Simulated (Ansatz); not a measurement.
Input (CCSDTQ/cc-pV(D+d)Z; Ansatz, a program for electronic structure): A basis named .json is the Basis Set Exchange file of that set.

Ansatz 0.2 input:
```yaml
crystal:
  periodic: [false, false, false]
  atoms:
    - {symbol: Si, position_ang: [-0.44102218, -0.33409693, 0.52142493]}
    - {symbol: H, position_ang: [-1.43682938, -0.69564103, -0.57990190]}
    - {symbol: C, position_ang: [0.76901452, 0.53908351, -0.65697496]}
    - {symbol: H, position_ang: [1.65047694, 0.94108235, -0.15758656]}
    - {symbol: H, position_ang: [0.25472975, 1.35459851, -1.17999424]}
    - {symbol: H, position_ang: [1.09184604, -0.15718387, -1.44061662]}
basis:
  gaussian:
    orbitals: cc-pV_D+d_Z.json
magnetization: {spin_polarized: false}
correlation: {method: ccsdtq, electrons: outside_noble_gas}
```

Output:

```
Functional definition: HF
integrals: 0.04 GiB planned
1120 factors; integrals over basis functions are off by at most 1.7e-7 eV
mean field: 0.15 GiB planned
mean field evaluation 1: about -8953.0576 eV, gradient 2.1e1 eV
mean field evaluation 2: about -8953.0580 eV, gradient 2.1e1 eV
mean field evaluation 4: about -8954.4351 eV, gradient 2.0e0 eV
mean field evaluation 8: about -8954.4575 eV, gradient 5.4e-4 eV
mean field evaluation 16: about -8954.4568 eV, gradient 2.8e-1 eV
mean field -8954.45750866 eV, -329.0702438941 hartree, gradient 9.9e-7 eV, S^2 0.000000; 0 other end points of the search recorded, 0 dependent functions left out; unrestricted orbitals would lower it
6 core orbitals not correlated
reference -8954.45750866 eV, -329.0702438941 hartree; 6, 6 occupied and 45, 45 virtual orbitals, 1120 factors
second order -6.32986205 eV of doubles, -0.00000000 eV of singles
coupled cluster: 9.73 GiB planned
cycle   1  -7.08145825 eV  change   -7.5e-1 eV  update   8.1e-2
cycle   2  -7.59525449 eV  change   -5.1e-1 eV  update   3.7e-2
cycle   3  -7.65780902 eV  change   -6.3e-2 eV  update   1.7e-2
cycle   4  -7.64838943 eV  change    9.4e-3 eV  update   7.5e-3
cycle   5  -7.65492842 eV  change   -6.5e-3 eV  update   4.1e-3
cycle   6  -7.65586916 eV  change   -9.4e-4 eV  update   1.9e-3
cycle   7  -7.65390681 eV  change    2.0e-3 eV  update   1.0e-3
cycle   8  -7.65390437 eV  change    2.4e-6 eV  update   4.9e-4
cycle   9  -7.65455808 eV  change   -6.5e-4 eV  update   2.2e-4
cycle  10  -7.65449690 eV  change    6.1e-5 eV  update   8.9e-5
cycle  11  -7.65448830 eV  change    8.6e-6 eV  update   4.1e-5
cycle  12  -7.65449594 eV  change   -7.6e-6 eV  update   2.3e-5
cycle  13  -7.65449354 eV  change    2.4e-6 eV  update   7.7e-6
cycle  14  -7.65449645 eV  change   -2.9e-6 eV  update   2.7e-6
cycle  15  -7.65449835 eV  change   -1.9e-6 eV  update   1.1e-6
cycle  16  -7.65449882 eV  change   -4.7e-7 eV  update   4.7e-7
Total energy: -8962.11200749 eV, -329.3515415375 hartree
```

A triplet may lie lower; no result for it is given here.
